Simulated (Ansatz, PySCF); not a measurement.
In(H)(Et)(NH2) (C2H8InN), SMILES C[CH2][InH][NH2].

Geometry optimised at PBE0-D3(BJ)/def2-SVP. The structure was generated by enumeration; whether it is a known compound was not checked. The def2 effective core potentials stand for the cores of In; spin–orbit coupling is left out. One conformer was computed; it need not be the lowest.

Vertical ionisation energy (IE) and electron affinity (EA) in eV. Rows of orbital energies are one-electron estimates. Where ΔSCF, EOM or ADC give a negative EA the extra electron is unbound and the value depends on the basis.

```json
[
 {"level": "−ε(HOMO), −ε(LUMO), CAM-B3LYP/def2-TZVP (PySCF)", "IE": "8.11", "EA": "-0.03"},
 {"level": "−ε(HOMO), −ε(LUMO), PBE/def2-TZVP (PySCF)", "IE": "___", "EA": "___"},
 {"level": "ΔSCF, PBE0/def2-SVPD (Ansatz), final states of multiplicity 2 and 2", "IE": "8.81", "EA": "-0.69"},
 {"level": "ΔSCF, PBE/def2-SVPD (Ansatz), final states of multiplicity 2 and 2", "IE": "8.58", "EA": "-0.67"}
]
```

**Question.** Some entries are withheld; supply them. (The exact figures need the calculation; the answer reports its results.)

**Answer.** 
- −ε(HOMO), −ε(LUMO), PBE/def2-TZVP (PySCF), IE: 5.40
- −ε(HOMO), −ε(LUMO), PBE/def2-TZVP (PySCF), EA: 1.42

**Question.** What vertical singlet–triplet gap does ΔSCF give with PBE0/def2-SVPD (Ansatz, a first-principles code) and with PBE/def2-SVPD (Ansatz)? (Estimate from the structure and the level; the computed values follow.)

**Answer.** 4.47 and 4.23 eV (triplet above singlet where positive).
